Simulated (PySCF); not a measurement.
## A small calculation by hand: chemical shift, span and skew from a shielding tensor

AlF2Cl, SMILES [Cl][Al]([F])[F]. Atoms are numbered in the order given.

```xyz
4

Al     0.0000     0.0000    -0.4184
F      0.0000    -1.4186    -1.2540
F      0.0000     1.4186    -1.2540
Cl     0.0000     0.0000     1.6478
```

The structure is a stationary point at PBE0-D3(BJ)/def2-SVP.

GIAO shieldings from HF/pcSseg-2 (PySCF), non-relativistic, no solvent. The symmetric part of the tensor of F2 has the principal values 352.0, 363.6, 459.8 ppm. The same nucleus in CFCl3 has σ = 237.3 ppm at this level (PySCF, at its B3LYP-D3(BJ)/def2-TZVP geometry). Without spin–orbit terms, shifts of atoms bonded to Cl or Br come out too high.

Work out the isotropic shielding, the ¹⁹F shift against CFCl3, the span and the skew.


σ(iso) = (σ11 + σ22 + σ33)/3 = 391.8 ppm. δ = σ(ref) − σ(iso) = 237.3 − (391.8) = -154.5 ppm.
Span Ω = σ33 − σ11 = 107.8 ppm. Skew κ = 3(σ(iso) − σ22)/Ω = 0.78. Tumbling in solution averages the tensor to δ; in a static solid the shielding alone would spread this spin-1/2 line over Ω.
